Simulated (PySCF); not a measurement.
C3H8ClSi, SMILES [CH2][Si](C)(C)Cl, multiplicity 2.

Coordinates come from a PBE-D3(BJ)/def2-SVP optimisation. The isomer is the one that the SMILES or the coordinates give; other isomers of the formula were not compared.

Level of theory: PBE-D3(BJ)/def2-SVP (PySCF).

Frequencies are harmonic and unscaled.

Computed harmonic wavenumbers and intensities:
| mode | ν (cm⁻¹) | IR (km/mol) | moving atoms (share of kinetic energy) |
|---|---|---|---|
| 1 | 88 | 0.2 | H 95 % |
| 2 | 151 | 0.0 | H 99 % |
| 3 | 162 | 0.2 | H 95 % |
| 4 | 165 | 1.0 | C 53 %, H 32 %, Cl 14 % |
| 5 | 174 | 0.5 | C 49 %, H 34 %, Cl 16 % |
| 6 | 212 | 0.2 | C 36 %, H 33 %, Cl 19 %, Si 12 % |
| 7 | 223 | 4.5 | C 37 %, H 31 %, Si 24 % |
| 8 | 225 | 4.6 | C 37 %, H 34 %, Si 22 % |
| 9 | 469 | 32.3 | Cl 45 %, Si 31 %, C 14 %, H 9 % |
| 10 | 566 | 39.1 | H 66 %, C 33 % |
| 11 | 634 | 40.1 | C 57 %, H 24 %, Si 18 % |
| 12 | 637 | 0.1 | H 82 %, C 18 % |
| 13 | 675 | 1.1 | H 57 %, C 34 %, Si 9 % |
| 14 | 732 | 12.3 | C 46 %, H 38 %, Si 16 % |
| 15 | 742 | 9.1 | H 65 %, C 27 %, Si 8 % |
| 16 | 805 | 103.0 | H 62 %, C 23 %, Si 15 % |
| 17 | 813 | 102.3 | H 47 %, Si 30 %, C 23 % |
| 18 | 847 | 104.0 | H 48 %, Si 27 %, C 25 % |
| 19 | 1214 | 33.7 | H 77 %, C 23 % |
| 20 | 1219 | 15.4 | H 79 %, C 21 % |
| 21 | 1320 | 6.5 | H 87 %, C 13 % |
| 22 | 1372 | 0.7 | H 96 % |
| 23 | 1375 | 1.0 | H 96 % |
| 24 | 1381 | 4.1 | H 96 % |
| 25 | 1388 | 6.0 | H 96 % |
| 26 | 2975 | 1.5 | H 97 % |
| 27 | 2976 | 2.0 | H 97 % |
| 28 | 3062 | 1.8 | H 95 % |
| 29 | 3075 | 0.3 | H 91 %, C 9 % |
| 30 | 3076 | 5.8 | H 91 %, C 9 % |
| 31 | 3084 | 1.2 | H 91 %, C 9 % |
| 32 | 3084 | 3.1 | H 91 %, C 9 % |
| 33 | 3165 | 1.0 | H 90 %, C 10 % |
